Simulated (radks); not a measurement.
The numbers below are computed, except where a source is named.
Species: Tb. Configuration: [Xe] 4f9 6s2.

Code: a radial shooting solver on a logarithmic mesh with Libxc functionals. Model: non-relativistic Kohn-Sham, PBE, spin-polarised, spherical densities, point nucleus; open shells are filled with parallel spins first (spin-orbit coupling, left out, can overturn this in heavy ions); relativity is left out, which matters for an element this heavy.

Energy parts (eV):
| part | energy |
|---|---|
| total | -305577.71 |
| kinetic | 305487.35 |
| electron-nucleus | -725802.25 |
| Hartree | 121429.56 |
| exchange-correlation | -6692.36 |

Orbitals (lengths in bohr, moments of r in powers of bohr; r(max) is where P^2 peaks):
orbital  occ.  eigenvalue (eV)   r(max)      <r>   <1/r>
1s up       1        -48622.69  0.01547  0.02333   64.46
1s down     1        -48622.69  0.01547  0.02333   64.46
2s up       1        -7763.410  0.08471  0.09925   15.00
2s down     1        -7763.344  0.08471  0.09925   15.00
2p up       3        -7392.128  0.06592  0.08415   15.02
2p down     3        -7392.091  0.06592  0.08415   15.02
3s up       1        -1712.324   0.2356   0.2558   5.667
3s down     1        -1709.986   0.2355   0.2557   5.672
3p up       3        -1546.278   0.2230   0.2456   5.608
3p down     3        -1544.152   0.2229   0.2454   5.613
3d up       5        -1236.855   0.1778   0.2177   5.510
3d down     5        -1235.329   0.1777   0.2175   5.514
4s up       1        -332.4487   0.5371   0.5771   2.417
4s down     1        -328.1297   0.5370   0.5773   2.415
4p up       3        -267.1566   0.5420   0.5904   2.322
4p down     3        -262.8508   0.5419   0.5907   2.320
4d up       5        -150.5703   0.5481   0.6246   2.114
4d down     5        -146.2955   0.5481   0.6256   2.111
5s up       1         -41.8731    1.263    1.418  0.9229
5s down     1         -40.0509    1.276    1.438  0.9078
5p up       3         -24.6360    1.385    1.608  0.8083
5p down     3         -23.2392    1.404    1.638  0.7911
4f up       7          -8.2649   0.5445   0.8397   1.576
4f down     2          -4.4933   0.5470   0.8856   1.534
6s up       1          -3.5207    3.763    4.403  0.2825
6s down     1          -3.4041    3.841    4.486  0.2771

The highest occupied level is 6s down at -3.404 eV. Virial ratio -V/T = 2.00030. The density falls to 0.001 e/bohr^3 at r = 5.33 bohr. For comparison, the ionisation energy in NIST's Atomic Spectra Database is 5.864 eV (measured). In exact Kohn-Sham theory the highest level is minus the ionisation energy, but local and semilocal functionals leave it too shallow, through self-interaction and a potential that decays too fast; potentials with the right tail come closer. Spin moment in Bohr magnetons: 5. The spin density at the nucleus is 0.500 e/bohr^3 (1s 0.002, 2s -0.289, 3s -3.622, 4s 0.938, 5s 3.178, 6s 0.294). Summed over all electrons, <r^2> = 85.06 bohr^2, which gives a Langevin (diamagnetic) susceptibility term of -67.4 x 10^-6 cm^3/mol.
